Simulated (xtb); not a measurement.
C2H5ClOSi2, SMILES C1(=C[SiH2][Si@H]1O)Cl. All values are semi-empirical tight-binding results from xtb (GFN2-xTB unless named), good for trends rather than for accurate numbers. Coordinates come from a GFN2-xTB optimisation. The structure was generated by enumeration; whether it is a known compound was not checked. The values are those of a single conformer.

```yaml
orbital_gap: 3.32 eV
dipole_moment: 2.41 D
zero_point_energy: 37.6 kcal/mol
G − E(el) at 298.15 K (modified RRHO): 16.8 kcal/mol
static polarisability (D4 model): 92.8 bohr³
solvation energy, GFN2-xTB/ALPB(water): -5.8 kcal/mol
solvation energy, GFN2-xTB/ALPB(dmso): -9.4 kcal/mol
```
